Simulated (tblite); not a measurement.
Compound: C₅H₄F₃O (doublet state).
SMILES with atom numbers: `[F:1][C:2]([F:3])=[C:4]([F:5])[C@H:6]1[CH2:7][CH:8][O:9]1` (hydrogens: H10 on C6; H11, H12 on C7; H13 on C8)

Computed geometry: GFN2-xTB, gas phase. This method treats the open shell by occupation alone, without spin polarisation.

Question: Give the optimised bond lengths and angles.

Answer: 
| bond | length (Å) |
| --- | --- |
| F1–C2 | 1.321 |
| C2–F3 | 1.325 |
| C2=C4 | 1.329 |
| C4–F5 | 1.345 |
| C4–C6 | 1.496 |
| C6–C7 | 1.542 |
| C7–C8 | 1.493 |
| C8–O9 | 1.388 |
| C6–O9 | 1.436 |
| C6–H10 | 1.094 |
| C7–H11 | 1.093 |
| C7–H12 | 1.090 |
| C8–H13 | 1.072 |

A selection of angles:
| angle | degrees |
| --- | --- |
| F1–C2–F3 | 110.9 |
| F1–C2–C4 | 126.1 |
| F3–C2–C4 | 123.0 |
| C2–C4–F5 | 118.9 |
| C2–C4–C6 | 124.9 |
| F5–C4–C6 | 116.1 |
| C4–C6–C7 | 116.5 |
| C4–C6–O9 | 111.8 |
| C7–C6–O9 | 90.6 |
| C6–C7–C8 | 83.3 |
| C7–C8–O9 | 94.6 |
| C6–O9–C8 | 91.2 |

Dihedral angles: F1–C2–C4–F5 1° (synperiplanar); C2–C4–C6–C7 148° (anticlinal); C4–C6–C7–C8 119° (anticlinal); C6–C7–C8–O9 -4° (synperiplanar); C7–C8–O9–C6 4° (synperiplanar); C4–C6–O9–C8 -123° (anticlinal).

C2 (carbon bonded to C and 2 F) is planar (angles 126.1°, 123.0° and 110.9°, sum 360.0°, 0.01 Å off the plane of its three neighbours). O9 (oxygen bonded to 2 C) is bent (angle 91.2°). The 4-membered ring C6–C7–C8–O9 has internal angles of 83.3° to 94.6° (sum 360°, against 360° for a flat polygon); it is almost planar, 0.03 Å rms from its mean plane, widest ring torsion 4°. The C–O distances run from 1.388 Å (C8–O9, drawn single) to 1.436 Å (C6–O9, drawn single), a spread of 0.048 Å. Of the pairs four or more bonds apart, F3···H10 is among the closest relative to their van der Waals radii: 2.50 Å, 94 % of the sum of Bondi's values. C4 (carbon bonded to 2 C and F) is planar (angles 124.9°, 118.9° and 116.1°, sum 360.0°, 0.02 Å off the plane of its three neighbours). The 4 C–C bonds span 1.329 Å (C2=C4, drawn double) to 1.542 Å (C6–C7, drawn single), a spread of 0.213 Å.

Point group: C1 (no symmetry element, even within 0.4 Å). Its GFN2-xTB frequencies are all real (lowest 35 cm⁻¹).

Hardware: one thread, Arm Neoverse V2 (aarch64), no GPU (shared host). Cost: 0.36 s wall. These figures are those of the optimisation.

One conformer stands for the species.
